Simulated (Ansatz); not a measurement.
Ag3H3⁻ was relaxed with PBE-D4 (def2-TZVPD) in Ansatz in these states: charge -1 doublet, charge -1 quartet. The geometries follow in no particular order.

In the def2 sets Ag takes a core potential; there is no spin–orbit coupling.

A:

```tsv
atom	x (Å)	y (Å)	z (Å)
Ag1	-0.6893	-0.4006	-2.0893
Ag2	0.6716	1.9895	2.5347
Ag3	0.5371	0.2106	0.3653
H4	-1.5629	-1.8527	-1.8936
H5	1.7211	0.9200	1.4151
H6	-0.6775	-0.8668	-0.3321
```

B:

```xyz
6

Ag    0.3873   -0.6603    1.9792
Ag   -0.9979    0.7603   -3.3167
Ag   -0.1994    0.2084   -0.6536
H     1.3271   -0.6690    3.3475
H     0.2555    1.1758   -1.9980
H    -0.7726   -0.8153    0.6415
```

Question: Judge from the bond lengths which geometry belongs to which state (an estimate).

Answer: A is the charge -1 quartet (Ag1–H4 1.706 Å, Ag1–H6 1.818 Å, Ag2–Ag3 2.809 Å); B is the charge -1 doublet (Ag1–H4 1.660 Å, Ag1–H6 1.777 Å, Ag2–Ag3 2.834 Å).

At PBE-D4/def2-TZVPD the highest occupied level of the charge -1 quartet lies above zero (up to 0.38 eV). It is a level of α spin, whose loss leaves a triplet; that state wasn't run at this geometry and level. The electron is either unbound and held by the finite basis, or the level is raised by self-interaction error. At PBE-D4/def2-TZVPD the highest occupied level of the charge -1 doublet lies above zero (up to 0.05 eV). By energy differences its removal costs 2.30 eV (vertical, to the charge 0 singlet, at PBE-D4/def2-TZVPD); a positive level beside a positive removal energy at the same level points to self-interaction error. At PBE0-D4/def2-TZVPD a doublet lies 2.75 eV below the charge -1 quartet. These are the stationary points nearest to one start from a short search; other shapes may lie lower in each state.
